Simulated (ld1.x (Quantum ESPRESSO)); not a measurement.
# u(r) = r·R(r): atom against pseudo-atom (manganese (Mn))

Columns: radius, all-electron u(r) and pseudo u(r) of the 4p shell (level -1.39 eV) of manganese in the configuration [Ar] 3d5 4s2 4p0; PBE, non-relativistic, PAW scheme, ld1.x (Quantum ESPRESSO) 7.5.

```json
{"r (bohr)": "0.148", "all-electron": "0.1027", "pseudo": "0.0033"}
{"r (bohr)": "0.295", "all-electron": "0.0111", "pseudo": "0.0129"}
{"r (bohr)": "0.443", "all-electron": "-0.1114", "pseudo": "0.0286"}
{"r (bohr)": "0.590", "all-electron": "-0.1711", "pseudo": "0.0496"}
{"r (bohr)": "0.738", "all-electron": "-0.1685", "pseudo": "0.0753"}
{"r (bohr)": "0.885", "all-electron": "-0.1257", "pseudo": "0.1047"}
{"r (bohr)": "1.033", "all-electron": "-0.0623", "pseudo": "0.1370"}
{"r (bohr)": "1.180", "all-electron": "0.0078", "pseudo": "0.1708"}
{"r (bohr)": "1.328", "all-electron": "0.0781", "pseudo": "0.2057"}
{"r (bohr)": "1.475", "all-electron": "0.1438", "pseudo": "0.2403"}
{"r (bohr)": "1.623", "all-electron": "0.2038", "pseudo": "0.2742"}
{"r (bohr)": "1.770", "all-electron": "0.2568", "pseudo": "0.3065"}
{"r (bohr)": "1.918", "all-electron": "0.3035", "pseudo": "0.3369"}
{"r (bohr)": "2.065", "all-electron": "0.3436", "pseudo": "0.3649"}
{"r (bohr)": "2.213", "all-electron": "0.3779", "pseudo": "0.3905"}
{"r (bohr)": "2.360", "all-electron": "0.4066", "pseudo": "0.4132"}
{"r (bohr)": "2.508", "all-electron": "0.4304", "pseudo": "0.4332"}
{"r (bohr)": "2.655", "all-electron": "0.4493", "pseudo": "0.4502"}
{"r (bohr)": "2.802", "all-electron": "0.4641", "pseudo": "0.4642"}
{"r (bohr)": "2.950", "all-electron": "0.4751", "pseudo": "0.4751"}
{"r (bohr)": "3.098", "all-electron": "0.4826", "pseudo": "0.4826"}
{"r (bohr)": "3.245", "all-electron": "0.4870", "pseudo": "0.4870"}
{"r (bohr)": "3.393", "all-electron": "0.4887", "pseudo": "0.4887"}
{"r (bohr)": "3.540", "all-electron": "0.4880", "pseudo": "0.4880"}
{"r (bohr)": "3.688", "all-electron": "0.4852", "pseudo": "0.4852"}
{"r (bohr)": "3.835", "all-electron": "0.4807", "pseudo": "0.4807"}
```

Problem. How many radial nodes do the two functions have?

Solution. The all-electron 4p function has n − l − 1 = 2; the pseudo-wave has 0, since the states of the same l below it are removed with the core.

Problem. At about which radius was the pseudo-wave matched?

Solution. 2.95 bohr. The columns agree to 0.0005 from 2.80 bohr on; several derivatives are matched, so the curves merge somewhat inside the radius.

Problem. Is the pseudo-wave norm-conserving?

Solution. No, it belongs to a PAW set: the norm inside the radius is not constrained, and the difference is carried by the augmentation charge.
